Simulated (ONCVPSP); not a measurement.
**Ranking ONCV potentials for aluminium (Al)**

All share these settings but for the change named:

- Element: aluminium
- Generator: ONCVPSP 4.0.1
- Type: optimised norm-conserving Vanderbilt (ONCV)
- Functional: PW91
- Relativity: scalar-relativistic
- Frozen core: [Ne]
- Valence charge: 3
- Reference configuration: 3s2 3p0.5 (charge +0.5)
- Partial waves: 3s: rc 2.05 bohr, ncon 4, nbas 8, qcut 3.7 1/bohr, 2 projectors, debl 3.2 Ha; 3p: rc 2.55 bohr, ncon 5, nbas 10, qcut 3 1/bohr, 2 projectors, debl 3.2 Ha; d scattering state at 0.03 Ha: rc 2.50 bohr, ncon 4, nbas 7, qcut 4 1/bohr, 2 projectors, debl 2.4 Ha
- Local potential: polynomial inside 1.75 bohr (lpopt 5, dvloc0 0 Ha)
- Core correction: Teter function, fcfact 1.75, rcfact 1.2

Test errors are all-electron minus pseudo excitation energies from the reference, over 3s2 3p1; 3s2 3p0; 3s1 3p0; 3s0 3p3. None of these files shows a bound ghost.

The base gives 11.0 meV.

Of 6 variants that were run, those that failed, showed a ghost or another fault, or gave nearly equal values are left out.

A variant can come out equal or close to the base, since the largest error may sit in a test that the change hardly touches while other tests move.

Task: Rank these variants by their largest absolute test error, smallest first.
A. p: qcut 3.4
B. core correction Teter function, fcfact 1.75, rcfact 1.64
C. core correction Teter function, fcfact 4.25, rcfact 1
D. d: nproj 3

Result: A (9.5 meV), D (11.0 meV), C (20.4 meV), B (31.6 meV).
